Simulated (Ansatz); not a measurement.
`[CH3][Al]([NH2])[SiH2][SiH3]` + CH₄ → `[CH3][Al]([CH3])[NH2]` + `[SiH3][SiH3]`  (formal exchange of groups at the Al–Si bond)

Isolated molecules relaxed with PBE0-D4/def2-TZVP in Ansatz; ΔE leaves out vibrations. CCSD(T)/CBS adds triple-zeta CCSD(T) − MP2 to the extrapolated MP2 energy (def2 sets, frozen cores). This one scheme is used for every species. Each species was taken in one conformer, which may not be the lowest.

| species | HF/CBS(def2) energy (Eh) |
| --- | --- |
| `[CH3][Al]([NH2])[SiH2][SiH3]` | -918.06957 |
| CH₄ | -40.21695 |
| `[CH3][Al]([CH3])[NH2]` | -376.89577 |
| `[SiH3][SiH3]` | -581.38615 |

(1) Work out ΔE.

Largest T1 diagnostic among the species: 0.013.

## Answers

(1) ΔE = (-376.89577) + (-581.38615) − (-918.06957) − (-40.21695) = 0.00460 Eh = +12.1 kJ/mol. CCSD(T)/CBS gives +23.7 kJ/mol.

In def2-TZVPP, CCSD(T) changes the Hartree–Fock value by +11.0 kJ/mol (the triples alone add +2.5 kJ/mol) and MP2 by +7.1 kJ/mol. The D4 term adds +4.5 kJ/mol with B3LYP and +3.0 kJ/mol with PBE0; it sums over pairs of atoms, weighted by their polarisabilities, and B3LYP, whose exchange is more repulsive, gets the larger term.

B3LYP here is the variant with VWN-RPA as its local correlation; programs differ in this.
